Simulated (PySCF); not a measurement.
**Basis and Hamiltonian dependence of the excitation energy of Si(2+)**

Si(2+) [Ne] 3s2 (1S) → Si(2+) [Ne] 3p2 (3P). Calculated with PySCF 2.14 from differences of total energies of unrestricted determinants, without spin-orbit coupling. Values in eV.

| basis | Hamiltonian | functions | UHF | r2SCAN | PBE0 | MP2 (valence) | CCSD(T) (valence) | CCSD(T) (valence and next inner shell) |
| --- | --- | --- | --- | --- | --- | --- | --- | --- |
| aug-cc-pVDZ-DK | spin-free X2C | 27 | 15.120 | 14.307 | 14.819 | 15.764 | 16.084 | n/a |
| aug-cc-pV(D+d)Z | non-relativistic | 32 | 14.984 | 14.167 | 14.678 | 15.630 | n/a | n/a |
| ANO-RCC-VTZP | spin-free X2C | 34 | 15.055 | 14.254 | 14.799 | 15.733 | 15.997 | n/a |
| x2c-TZVPPall | spin-free X2C | 42 | 15.070 | 14.257 | 14.807 | 15.743 | 15.996 | 16.124 |
| def2-TZVPPD | non-relativistic | 48 | 14.910 | 14.094 | 14.632 | 15.593 | 15.848 | 15.969 |
| aug-cc-pVTZ-DK | spin-free X2C | 50 | 15.092 | 14.284 | 14.824 | 15.771 | n/a | n/a |
| dyall-av2z | non-relativistic | 50 | 15.018 | 14.201 | 14.725 | 15.671 | 15.986 | n/a |
| aug-cc-pV(T+d)Z | non-relativistic | 55 | 14.957 | 14.146 | 14.683 | 15.637 | 15.890 | n/a |
| x2c-QZVPPall | spin-free X2C | 70 | 15.047 | 14.245 | 14.777 | 15.764 | 15.996 | 16.152 |
| aug-cc-pV(T+d)Z with one added diffuse shell each of s, p, d, f type | non-relativistic | 71 | 14.955 | 14.145 | 14.682 | 15.636 | 15.889 | n/a |
| aug-cc-pwCVTZ | non-relativistic | 75 | 14.953 | 14.148 | 14.686 | 15.647 | 15.895 | 16.020 |
| def2-QZVPPD | non-relativistic | 76 | 14.913 | 14.107 | 14.638 | 15.631 | 15.865 | 16.017 |
| dyall-acv3z | spin-free X2C | 113 | 15.050 | 14.251 | 14.780 | 15.755 | 15.998 | n/a |

Frozen in the all-electron rows: valence: [Ne]; valence and next inner shell: 1s2.
